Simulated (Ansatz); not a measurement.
Consider the redistribution: `[CH3][Al]([OH])[C](=N)Cl` + `F[SiH2][SeH]` → `[CH3][Al]([OH])[SiH2]F` + `N=C(Cl)[SeH]`.

Computed with Ansatz on PBE0-D4/def2-TZVP structures; ΔE is electronic, products minus reactants. CCSD(T)/CBS is the MP2 limit (def2-TZVPP, def2-QZVPP) plus CCSD(T) − MP2 in def2-TZVPP, frozen cores. Functionals use def2-TZVPP. B3LYP here is the variant with VWN-RPA as its local correlation; programs differ in this. HSE06 is defined as in plane-wave codes. For Se outer-core shells are correlated without core-valence functions, which leaves a few kJ/mol of doubt a bond. Scalar relativity is left out up to krypton. Each species was taken in one conformer, which may not be the lowest.

| level | ΔE (kcal/mol) | difference from CCSD(T)/CBS |
| --- | --- | --- |
| LDA (SPW92) | 28.3 | -5.5 |
| PBE-D4 | 28.9 | -4.9 |
| revPBE-D4 | 28.7 | -5.1 |
| BLYP-D4 | 31.0 | -2.8 |
| B97M-V | 32.5 | -1.3 |
| PBE0-D4 | 30.6 | -3.2 |
| B3LYP-D4 | 32.3 | -1.5 |
| r2SCAN0-D4 | 33.5 | -0.3 |
| BHLYP-D4 | 34.1 | 0.3 |
| CAM-B3LYP-D4 | 32.9 | -0.9 |
| ωB97X-V | 32.1 | -1.7 |
| ωB97M-V | 34.7 | 0.9 |
| PBE-QIDH | 32.5 | -1.3 |
| PBE | 28.8 | -5.0 |
| revPBE | 28.8 | -5.0 |
| BLYP | 30.9 | -2.9 |
| r2SCAN | 32.5 | -1.3 |
| PBE0 | 30.5 | -3.3 |
| B3LYP | 32.2 | -1.6 |
| r2SCANh | 32.9 | -0.9 |
| r2SCAN0 | 33.4 | -0.4 |
| HSE06 | 30.5 | -3.3 |
| BHLYP | 34.1 | 0.3 |
| CAM-B3LYP | 32.8 | -1.0 |
| LC-ωPBE | 31.2 | -2.6 |
| RPA@PBE/def2-TZVPP | 31.6 | -2.2 |
| HF/def2-SVP | 37.0 | 3.2 |
| MP2/def2-SVP | 34.5 | 0.7 |
| CCSD/def2-SVP | 33.8 | 0.0 |
| CCSD(T)/def2-SVP | 33.4 | -0.4 |
| HF/def2-TZVPP | 36.1 | 2.3 |
| MP2/def2-TZVPP | 33.8 | 0.0 |
| SCS-MP2/def2-TZVPP | 33.4 | -0.4 |
| CCSD/def2-TZVPP | 33.2 | -0.6 |
| CCSD(T)/def2-TZVPP | 32.8 | -1.0 |
| HF/def2-QZVPP | 36.0 | 2.2 |
| MP2/def2-QZVPP | 34.4 | 0.6 |
| SCS-MP2/def2-QZVPP | 33.9 | 0.1 |
| HF/CBS(def2) | 36.0 | 2.2 |
| CCSD/CBS(def2) | 34.2 | 0.4 |
| CCSD(T)/CBS | 33.8 | 0 |

Largest T1 diagnostic among the species: 0.013.

In def2-TZVPP, CCSD(T) changes the Hartree–Fock value by −3.2 kcal/mol (the triples alone add −0.3 kcal/mol) and MP2 by −2.3 kcal/mol. From BLYP to BHLYP (50 % exact exchange), in def2-TZVPP and without D4, ΔE moves by +3.1 kcal/mol.
